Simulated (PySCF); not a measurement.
SMILES [CH2][GeH3] (CH5Ge), doublet, PBE0/def2-SVP optimised geometry.

```
7

C      0.94    -0.36     0.00
Ge    -0.98    -0.36     0.00
H      1.53    -0.72    -0.85
H      1.52     0.02     0.85
H     -1.53     1.09     0.00
H     -1.50    -1.09    -1.25
H     -1.52    -1.06     1.26
```

Density from unrestricted PBE0/def2-TZVP run with PySCF at that geometry.

Minimum of the electron density along straight lines between bonded atoms, close to the bond critical point (lines longer than 1.1 times the sum of covalent radii, or with two minima, are not listed):

```json
[
 {"bond": "C1–Ge2", "length / Å": "1.921", "ρ at the minimum / e bohr⁻³": "0.132", "∇²ρ there / e bohr⁻⁵": "0.15", "position (fraction from the first atom)": "0.53"},
 {"bond": "C1–H3", "length / Å": "1.094", "ρ at the minimum / e bohr⁻³": "0.275", "∇²ρ there / e bohr⁻⁵": "-0.94", "position (fraction from the first atom)": "0.65"},
 {"bond": "C1–H4", "length / Å": "1.095", "ρ at the minimum / e bohr⁻³": "0.274", "∇²ρ there / e bohr⁻⁵": "-0.94", "position (fraction from the first atom)": "0.65"},
 {"bond": "Ge2–H5", "length / Å": "1.544", "ρ at the minimum / e bohr⁻³": "0.131", "∇²ρ there / e bohr⁻⁵": "0.06", "position (fraction from the first atom)": "0.59"},
 {"bond": "Ge2–H6", "length / Å": "1.539", "ρ at the minimum / e bohr⁻³": "0.133", "∇²ρ there / e bohr⁻⁵": "0.06", "position (fraction from the first atom)": "0.59"},
 {"bond": "Ge2–H7", "length / Å": "1.543", "ρ at the minimum / e bohr⁻³": "0.132", "∇²ρ there / e bohr⁻⁵": "0.06", "position (fraction from the first atom)": "0.59"}
]
```
